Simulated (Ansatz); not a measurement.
Series (HCdX)2: PBE0-D4/def2-SVP single points in Ansatz on relaxed structures, gas phase. Core potentials for Cd, no spin–orbit coupling. Binding counts from free atoms in the multiplicity of their measured ground term, without zero-point energy. The structures are stationary points that may keep the symmetry of their start.

```csv
species,atoms,state,geometry,HOMO (eV),LUMO (eV),gap (eV),binding per atom (eV),point group (within 0.1 Å)
(HCd-mu-Br)2 (Cd2H2Br2),6,singlet,r2SCAN-D4/def2-SVP,-8.11,-1.13,6.98,1.71,–
(HCd-mu-Cl)2 (Cd2H2Cl2),6,singlet,PBE-D4/def2-SVP,-8.29,-1.13,7.16,1.86,D2h
(HCd-mu-OH)2 (Cd2O2H4),8,singlet,B3LYP-D4/def2-SVP,-7.65,-0.45,7.20,2.46,D2h
(HCd-mu-NH2)2 (Cd2N2H6),10,singlet,PBE-D4/def2-SVP,-6.81,-0.53,6.28,2.49,C2v
```

Estimate the rows for (HCd-mu-F)2 (Cd2H2F2) (singlet, PBE0-D4/def2-SVP geometry).


```
              species  atoms    state          geometry  HOMO (eV)  LUMO (eV)  gap (eV)  binding per atom (eV)  point group (within 0.1 Å)
(HCd-mu-F)2 (Cd2H2F2)      6  singlet  PBE0-D4/def2-SVP      -8.46      -0.95      7.51                   2.12                         D2h
```

The gap (eV) runs from 6.28 ((HCd-mu-NH2)2) to 7.51 ((HCd-mu-F)2).
